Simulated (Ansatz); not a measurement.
Start from `C[S][ZnH]` and change one atom or group to get `C[S][Zn][SH]`.

Ansatz, PBE0-D4/def2-TZVP geometries, multiplicity 1. Each molecule was computed in one conformer, which needn't be the lowest.

Scalar relativity is left out up to krypton.

```tsv
property	`C[S][ZnH]`
HOMO–LUMO gap (PBE0/def2-TZVPP) / eV	5.78
HOMO energy (PBE/def2-TZVPP) / eV	-5.52
HOMO energy (PBE0/def2-TZVPP) / eV	-6.67
HOMO energy (ωB97M-V/def2-TZVPP) / eV	-8.84
HOMO–LUMO gap (PBE/def2-TZVPP) / eV	3.87
LUMO energy (B3LYP/def2-TZVPP) / eV	-1.16
```

Question: Give the same properties after the change, and the shifts. (An estimate is asked.)

Answer: Ansatz gave: 
| property | `C[S][Zn][SH]` | shift |
| --- | --- | --- |
| HOMO–LUMO gap (PBE0/def2-TZVPP) / eV | 6.03 | 0.25 |
| HOMO energy (PBE/def2-TZVPP) / eV | -5.73 | -0.21 |
| HOMO energy (PBE0/def2-TZVPP) / eV | -6.89 | -0.22 |
| HOMO energy (ωB97M-V/def2-TZVPP) / eV | -9.07 | -0.23 |
| HOMO–LUMO gap (PBE/def2-TZVPP) / eV | 4.05 | 0.18 |
| LUMO energy (B3LYP/def2-TZVPP) / eV | -1.14 | 0.02 |

The zero-point energy changes by 7.7 kJ/mol with +3 modes.

B3LYP here is the variant with VWN-RPA as its local correlation; programs differ in this.
